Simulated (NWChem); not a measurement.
A series in which one site is exchanged, each optimised at PBE0/def2-SVP with NWChem, gas phase unless a solvent is named. Some are not confirmed as minima by frequencies. def2 effective core potentials on I; no spin-orbit coupling.

A: [SiH3][Mg][I] (MgSiH3I; site = I)
B: [SiH3][Mg][Cl] (MgSiH3Cl; site = Cl)
C: [F][Mg][SiH3] (MgSiH₃F; site = F)
D: [MgH][SiH3] (MgSiH4; site = H)

Problem. Rank them by orbital gap (eV), PBE0/def2-SVP, lowest first.

Solution. D (5.84), A (6.14), B (6.37), C (6.43)
